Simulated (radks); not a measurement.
Task: These are the eigenvalues of the occupied orbitals of an atom or ion with whole-number occupations (hartree). Calculated with a radial shooting solver on a logarithmic mesh with Libxc functionals: non-relativistic Kohn-Sham, PBE, spin-polarised, spherical densities, point nucleus.

| orbital | eigenvalue |
|---|---|
| 1s up | -1072.249 |
| 1s down | -1072.248 |
| 2s up | -159.5517 |
| 2s down | -159.5511 |
| 2p up | -149.5064 |
| 2p down | -149.5050 |
| 3s up | -31.38233 |
| 3s down | -31.38085 |
| 3p up | -27.21258 |
| 3p down | -27.21086 |
| 3d up | -19.47435 |
| 3d down | -19.47277 |
| 4s up | -5.30682 |
| 4s down | -5.30307 |
| 4p up | -3.89601 |
| 4p down | -3.89188 |
| 4d up | -1.53865 |
| 4d down | -1.53077 |
| 5s up | -0.67492 |
| 5s down | -0.61975 |
| 5p up | -0.39792 |
| 4f up | -0.01744 |

Which element is it, and in what charge state? The configuration may be excited. Open shells, if any, are filled with parallel spins first.

Result: Z = 51, antimony, charge 0: Sb in [Kr] 4d10 5s2 5p2 4f1. The list shows which subshells hold electrons but not how many an open one holds; the 1s level, -1072.2 hartree, gives Z - s = 46.3 by -(Z - s)^2/2, which with screening narrows Z to a few neighbours, and the depths of the outer levels then fix element, charge and occupations together.
